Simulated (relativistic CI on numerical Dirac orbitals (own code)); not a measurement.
The 39-electron sequence from Pr²⁰⁺ to Pt³⁹⁺

Method of calculation: Dirac-Coulomb-Breit CI, separate exchange-only KLI orbitals for each configuration, model QED (radiative potential, 1s self-energy scaled to tabulated hydrogen-like ionisation energies), unscaled Slater integrals (own radial code, finite nucleus).

Configuration list (outside the closed core [Ar] 3d10): 4s²4p⁶4d³, 4s²4p⁶4d²5s, 4s²4p⁵4d⁴, 4s²4p⁶4d²4f, 4s4p⁶4d⁴, 4s²4p⁶4d5s², 4s²4p⁶4f5s², 4s²4p⁶4d4f², 4s²4p⁶4f²5s, 4s²4p⁶4f³. Double excitations out of closed p, d and f shells are left out; levels of such configurations are missing from the list, as are those of other unlisted configurations, and high levels can miss mixing partners.

Energies above each ion's lowest level, in eV. Levels are followed by their leading LS label, which can pass from one level to another where the coupling changes.

```
  Ion  4s²4p⁶4d³ ⁴F3/2  4s²4p⁶4d³ ⁴F5/2  4s²4p⁶4d³ ⁴F7/2  4s²4p⁶4d³ ⁴P3/2  4s²4p⁶4d³ ⁴P1/2  4s²4p⁶4d³ ²P1/2  4s²4p⁶4d³ ²H11/2
Pr²⁰⁺                0           2.9552           4.9163           5.2649           6.1628           11.358            12.549
Nd²¹⁺                0           3.3788           5.4963           5.6958            6.676           12.405            13.632
Pm²²⁺                0           3.8459           6.1191           6.1698           7.2314           13.537            14.799
Sm²³⁺                0           4.3587           6.7865           6.6896           7.8317           14.759            16.055
Eu²⁴⁺                0           4.9196           7.5001            7.258           8.4792           16.075            17.405
Gd²⁵⁺                0           5.5309            8.262           7.8774           9.1765           17.491            18.852
Tb²⁶⁺                0           6.1949            9.074           8.5506           9.9259            19.01            20.403
Dy²⁷⁺                0           6.9142           9.9386           9.2798            10.73           20.639            22.061
Ho²⁸⁺                0           7.6909           10.858           10.068           11.591           22.381            23.832
Er²⁹⁺                0           8.5277           11.835           10.917           12.512           24.242            25.721
Tm³⁰⁺                0           9.4269           12.871           11.829           13.495           26.226            27.733
Yb³¹⁺                0           10.391            13.97           12.808           14.543            28.34            29.873
Lu³²⁺                0           11.423           15.134           13.856           15.659           30.588            32.146
Hf³³⁺                0           12.525            28.79           14.975           16.844           32.975            34.558
Ta³⁴⁺                0             13.7           31.188           16.168           18.103           35.508            37.114
 W³⁵⁺                0           14.951           33.738           17.438           19.437           38.191            39.821
Re³⁶⁺                0           16.281           36.446           18.787            20.85           41.031            42.683
Os³⁷⁺                0           17.692           39.319           20.219           22.345           44.034            45.707
Ir³⁸⁺                0           19.187           42.361           21.737           23.924           47.205            48.899
Pt³⁹⁺                0            20.77           45.579           23.343           25.591           50.552            52.265
```

The lowest level keeps the configuration 4s²4p⁶4d³ and J = 3/2 throughout.

Between Z = 75 and 78 the energy of 4s²4p⁶4d³ ⁴F5/2 follows a local power law Z^6.2. For orientation: electrostatic splittings inside a shell grow about linearly with the screened charge, excitations that change n as its square, and fine structure as its fourth power; written in Z itself the exponents are larger, since the screened charge grows faster in proportion.
